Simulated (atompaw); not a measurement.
# Reading a pseudo-wave (Sr (Z = 38))

Columns: radius, all-electron u(r) and pseudo u(r) of the 4d shell (level -1.28 eV) of strontium in the configuration [Ar] 3d10 4s2 4p6 4d0 5s2 5p0; PBE, scalar-relativistic, PAW (atompaw) scheme, atompaw 4.2.0.5.

```csv
r (bohr),all-electron,pseudo
0.110,-0.0663,0.0003
0.219,-0.1714,0.0025
0.329,-0.2016,0.0084
0.438,-0.1625,0.0193
0.548,-0.0858,0.0364
0.658,0.0047,0.0601
0.767,0.0944,0.0902
0.877,0.1782,0.1267
0.987,0.2525,0.1682
1.096,0.3157,0.2128
1.206,0.3688,0.2597
1.315,0.4115,0.3062
1.425,0.4456,0.3512
1.535,0.4717,0.3926
1.644,0.4909,0.4288
1.754,0.5046,0.4593
1.863,0.5135,0.4830
1.973,0.5186,0.5003
2.083,0.5207,0.5112
2.192,0.5203,0.5165
2.302,0.5179,0.5173
2.412,0.5140,0.5146
2.521,0.5090,0.5097
2.631,0.5030,0.5033
2.740,0.4964,0.4965
2.850,0.4893,0.4893
```

Question: How many radial nodes do the two functions have?

Answer: The all-electron 4d function has n − l − 1 = 1; the pseudo-wave has 0, since the states of the same l below it are removed with the core.

Question: Is the pseudo-wave norm-conserving?

Answer: No, it belongs to a PAW set: the norm inside the radius is not constrained, and the difference is carried by the augmentation charge.
